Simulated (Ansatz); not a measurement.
Input file for Ansatz (a program for electronic structure): U-B3LYP/cc-pVTZ on AsH, 2S+1 = 3, a point of a bond scan (R = 3.071 Å).

Ansatz 0.2 input:
```yaml
crystal:
  periodic: [false, false, false]
  atoms:
    - {symbol: As, position_ang: [-0.00000000, -0.00000000, -0.04516336]}
    - {symbol: H, position_ang: [0.00000000, 0.00000000, 3.02594504]}
basis:
  gaussian:
    orbitals: cc-pVTZ
hamiltonian:
  xc: {name: B3LYP}
magnetization: {spin_polarized: true, initial_magnetization: 2}
```

Program output:

```
WARN ansatz: RAYON_NUM_THREADS=1 ignored (pool sized by the plan → 1); use --threads N
Functional definition: B3LYP
integrals: 0.01 GiB planned
351 factors; integrals over basis functions are off by at most 1.8e-3 eV
mean field: 0.16 GiB planned
mean field evaluation 1: about -60853.3216 eV, gradient 1.1e1 eV
mean field evaluation 2: about -60845.6657 eV, gradient 2.2e1 eV
mean field evaluation 4: about -60854.7602 eV, gradient 4.0e0 eV
mean field evaluation 8: about -60854.8205 eV, gradient 9.2e-1 eV
mean field evaluation 16: about -60855.5777 eV, gradient 7.5e-6 eV
mean field evaluation 32: about -60854.5589 eV, gradient 3.8e0 eV
mean field -60855.57772404 eV, -2236.4012319662 hartree, gradient 1.0e-5 eV, S^2 2.820681; 5 other end points of the search recorded, 0 dependent functions left out
reference -60855.57790816 eV, -2236.4012387325 hartree; 18, 16 occupied and 39, 41 virtual orbitals, 351 factors
Total energy: -60855.57790816 eV, -2236.4012387325 hartree
```

The calculation finished and met its thresholds. Its determinant has ⟨S²⟩ = 2.82, a mixture of spin states.

Cost: around 2.9 core-seconds (rough).
